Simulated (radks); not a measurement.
Numerical settings for neutral strontium, [Kr] 5s2. Calculated with a radial shooting solver on a logarithmic mesh with Libxc functionals: Dirac Kohn-Sham, LDA (Slater exchange, Perdew-Wang correlation), spin-unpolarised, spherical densities, point nucleus. The defaults (mesh step 0.008 in ln r, mesh end at 40 bohr or more with all orbitals vanishing there, Anderson mixing 0.5 over 9 steps, residual threshold near 1e-9 with the energy settled to 1e-9 hartree or 1e-11 of itself, here a cap of 78 iterations) give E = -3176.1201 hartree and 5s1/2 at -3.641 eV in 14 iterations. Times are rough (one thread of a shared host). One setting is changed at a time: mesh step in ln r 0.005; mesh step in ln r 0.12; mesh step in ln r 0.02; mesh end (bohr) 8; mesh end (bohr) 2; residual threshold 0.1; residual threshold 0.001; mixing 1.5; linear mixing, mixing 1; linear mixing, mixing 0.2; mixing history 3; iteration cap 2. Which runs fail to converge, and which converge to a wrong energy?

Answer. Not converged within the cap: mesh step in ln r 0.12; linear mixing, mixing 1; linear mixing, mixing 0.2; iteration cap 2. Settled on a wrong energy, with an occupied level pushed above zero by the early mesh end: mesh end (bohr) 2 (+18.9 hartree). Apart from these: settings that end as converged yet miss the energy by more than 1 mhartree: mesh end (bohr) 8 (+0.0204 hartree).
